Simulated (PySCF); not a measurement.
Match the calculated data to a structure.

All candidates are C6H5NO.

- Rotational structure: rotational constants A, B, C: 5.320, 1.662, 1.267 GHz [PBE0-D3(BJ)/def2-TZVP]
- 13C NMR: chemical shifts (computed TMS as zero) by class: 165.8 (1 C), 142.8 (1 C), 135.5 (2 C), 126.6 (2 C) ppm [GIAO B97-2/pcSseg-2]
- Dipole: 3.79 D [B97-2/pcSseg-2]
- NMR, other nuclei: isotropic shieldings of nuclei other than C and H, by class: -829 (1 N), -1551 (1 O) ppm [GIAO B97-2/pcSseg-2]
- 1H NMR: chemical shifts (computed TMS as zero) by class: 8.17 (2 H), 7.94 (2 H), 7.92 (1 H) ppm [GIAO B97-2/pcSseg-2]

Electronic properties: PySCF, gas phase, density fitting. Levels stand in brackets. Geometry: PBE0-D3(BJ)/def2-TZVP, one conformer, isolated molecule. Each NMR value is the plain mean over a class of atoms that symmetry, rotation or inversion makes alike.

Question: Which candidate is it?
A. `O=Cc1ccccn1`
B. `O=Nc1ccccc1`
C. `O=Cc1cccnc1`

Answer: B. It is `O=Nc1ccccc1`. Numbering: `[O:1]=[N:2][c:3]1[cH:4][cH:5][cH:6][cH:7][cH:8]1`. Its formula, C6H5NO, gives 5 degrees of unsaturation: 1 ring and 4 π bonds in the structure found (Kekulé form). 6 carbons fall into 4 classes; from least to most shielded: aromatic carbon bearing nitrogen [C3] (165.8 ppm), aromatic CH carbon [C6] (142.8 ppm), aromatic CH carbon [C5/C7] (135.5 ppm, 2 C, up to 3.5 ppm apart in this geometry), aromatic CH carbon [C4/C8] (126.6 ppm, 2 C, up to 48.7 ppm apart in this geometry). Hydrogen classes from least to most shielded: 2 H on the ortho carbons, C4/C8 (8.17 ppm, a mean of values up to 4.4 ppm apart in this geometry), 2 H on the meta carbons, C5/C7 (7.94 ppm, a mean of values up to 0.8 ppm apart in this geometry), 1 H on the para carbon, C6 (7.92 ppm). The other shieldings belong to: -829 ppm, nitroso nitrogen [N2]; -1551 ppm, nitroso oxygen [O1]. The optimised geometry has point group Cs and is an asymmetric top.

The others, at the same levels:
- `O=Cc1ccccn1` fails: it has 6 carbon classes against 4; its computed 13C shifts are 202.2 (1 C), 160.7 (1 C), 157.9 (1 C), 143.0 (1 C), 133.4 (1 C), 127.9 (1 C) ppm and 1H shifts are 10.40 (1 H), 9.10 (1 H), 8.36 (1 H), 8.04 (1 H), 7.60 (1 H) ppm.
- `O=Cc1cccnc1` fails: it has 6 carbon classes against 4; its computed 13C shifts are 197.2 (1 C), 164.1 (1 C), 163.4 (1 C), 141.2 (1 C), 136.9 (1 C), 129.3 (1 C) ppm, 1H shifts are 10.44 (1 H), 9.24 (1 H), 9.13 (1 H), 8.60 (1 H), 7.56 (1 H) ppm and dipole moment is 1.77 D (against 3.79 D).

Each candidate is one conformer, not necessarily the lowest. The conformers computed, where there is a choice (atom-mapped SMILES and torsion angles):
- `[O:1]=[N:2][c:3]1[cH:4][cH:5][cH:6][cH:7][cH:8]1`: O1–N2–C3–C4 180°
- `[O:1]=[CH:2][c:3]1[cH:4][cH:5][cH:6][cH:7][n:8]1`: O1–C2–C3–C4 0°
- `[O:1]=[CH:2][c:3]1[cH:4][cH:5][cH:6][n:7][cH:8]1`: O1–C2–C3–C4 0°
